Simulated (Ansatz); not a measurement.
Program: Ansatz. Geometries: PBE0-D4/def2-TZVP. ΔE: electronic, gas phase. CCSD(T)/CBS is the MP2 limit (def2-TZVPP, def2-QZVPP) plus CCSD(T) − MP2 in def2-TZVPP, frozen cores. Functionals use def2-TZVPP. B3LYP here is the variant with VWN-RPA as its local correlation; programs differ in this. def2 core potentials past Kr. For Sb outer-core shells are correlated without core-valence functions, which leaves a few kJ/mol of doubt a bond. Each species was taken in one conformer, which may not be the lowest.

Consider the ligand exchange at the Sb–C bond: `FB(F)[CH2][SbH2]` + `C=NCO` → `C=NC[O][SbH2]` + `CB(F)F`.

Problem. Is it downhill or uphill in electronic energy at CCSD(T)/CBS, and by how much? (Best estimate.)

Solution. Ansatz gave: Downhill: ΔE = -0.13 eV.

Problem. What do these levels give: r2SCAN-D4, B3LYP-D4, B2PLYP, r2SCAN, PBE0, HF/def2-TZVPP, MP2/def2-TZVPP, SCS-MP2/def2-TZVPP, CCSD/def2-TZVPP, HF/def2-QZVPP, SCS-MP2/def2-QZVPP, HF/CBS(def2)? (Best estimate.)

Solution. Ansatz gave: r2SCAN-D4 -0.17, B3LYP-D4 -0.20, B2PLYP -0.16, r2SCAN -0.17, PBE0 -0.08, HF/def2-TZVPP -0.13, MP2/def2-TZVPP -0.08, SCS-MP2/def2-TZVPP -0.11, CCSD/def2-TZVPP -0.08, HF/def2-QZVPP -0.16, SCS-MP2/def2-QZVPP -0.15, HF/CBS(def2) -0.17 eV.

Largest T1 diagnostic among the species: 0.014.

From PBE to PBE0 (25 % exact exchange), in def2-TZVPP and without D4, ΔE moves by +0.05 eV. In def2-TZVPP, CCSD(T) changes the Hartree–Fock value by +0.05 eV (the triples alone add −0.01 eV) and MP2 by +0.06 eV.
